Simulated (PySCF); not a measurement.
Si(Cl)(Me)2(NH2) (C2H8ClNSi), SMILES C[Si](Cl)(N)C.

Coordinates come from a B3LYP-D3(BJ)/def2-SVP optimisation. One conformer was computed; it need not be the lowest.

Method: TDA-ωB97X/def2-SVPD (PySCF 2.14.0).

Vertical excitations. Gas-phase values at a fixed geometry. State labels are in the subgroup Cs.

Problem. Give excitation energies, oscillator strengths and character. (The exact figures need the calculation; the answer reports its results.)

Solution. 
```json
[
 {"state": "S1", "symmetry": "A'", "energy (eV)": "7.28", "λ (nm)": "170", "f": "0.061", "main pairs": "HOMO→LUMO 72 %, HOMO→LUMO+1 18 %"},
 {"state": "S2", "symmetry": "A\"", "energy (eV)": "8.45", "λ (nm)": "147", "f": "0.124", "main pairs": "HOMO−1→LUMO 73 %, HOMO−1→LUMO+3 14 %"},
 {"state": "S3", "symmetry": "A'", "energy (eV)": "8.66", "λ (nm)": "143", "f": "0.126", "main pairs": "HOMO→LUMO+3 36 %, HOMO−2→LUMO 19 %, HOMO−2→LUMO+3 15 %, HOMO→LUMO+1 8 %"},
 {"state": "S4", "symmetry": "A\"", "energy (eV)": "8.84", "λ (nm)": "140", "f": "0.002", "main pairs": "HOMO−1→LUMO+3 32 %, HOMO→LUMO+2 25 %, HOMO→LUMO+8 8 %, HOMO→LUMO+5 7 %"},
 {"state": "S5", "symmetry": "A\"", "energy (eV)": "8.86", "λ (nm)": "140", "f": "0.006", "main pairs": "HOMO→LUMO+2 28 %, HOMO−1→LUMO+3 24 %, HOMO→LUMO+8 12 %, HOMO→LUMO+5 9 %"},
 {"state": "S6", "symmetry": "A'", "energy (eV)": "8.99", "λ (nm)": "138", "f": "0.090", "main pairs": "HOMO−2→LUMO 42 %, HOMO→LUMO+3 20 %, HOMO→LUMO+6 13 %, HOMO→LUMO+7 11 %"},
 {"state": "S7", "symmetry": "A'", "energy (eV)": "9.17", "λ (nm)": "135", "f": "0.055", "main pairs": "HOMO→LUMO+1 45 %, HOMO→LUMO 13 %, HOMO−2→LUMO 13 %"},
 {"state": "S8", "symmetry": "A\"", "energy (eV)": "9.21", "λ (nm)": "135", "f": "0.002", "main pairs": "HOMO→LUMO+11 42 %, HOMO→LUMO+5 23 %, HOMO→LUMO+2 18 %, HOMO→LUMO+17 7 %"},
 {"state": "S9", "symmetry": "A\"", "energy (eV)": "9.37", "λ (nm)": "132", "f": "0.060", "main pairs": "HOMO−1→LUMO+1 61 %, HOMO−3→LUMO 10 %"},
 {"state": "S10", "symmetry": "A'", "energy (eV)": "9.42", "λ (nm)": "132", "f": "0.102", "main pairs": "HOMO−2→LUMO+3 42 %, HOMO−1→LUMO+2 19 %"},
 {"state": "T1", "symmetry": "A'", "energy (eV)": "7.00", "λ (nm)": "177", "f": "0", "main pairs": "HOMO→LUMO 65 %, HOMO→LUMO+1 21 %"},
 {"state": "T2", "symmetry": "A'", "energy (eV)": "8.04", "λ (nm)": "154", "f": "0", "main pairs": "HOMO→LUMO+3 55 %, HOMO→LUMO+7 13 %"},
 {"state": "T3", "symmetry": "A\"", "energy (eV)": "8.14", "λ (nm)": "152", "f": "0", "main pairs": "HOMO−1→LUMO+3 40 %, HOMO−1→LUMO 35 %, HOMO−1→LUMO+7 7 %"},
 {"state": "T4", "symmetry": "A\"", "energy (eV)": "8.55", "λ (nm)": "145", "f": "0", "main pairs": "HOMO−1→LUMO 47 %, HOMO−1→LUMO+3 25 %"}
]
```
Triplets are in the Tamm–Dancoff approximation.
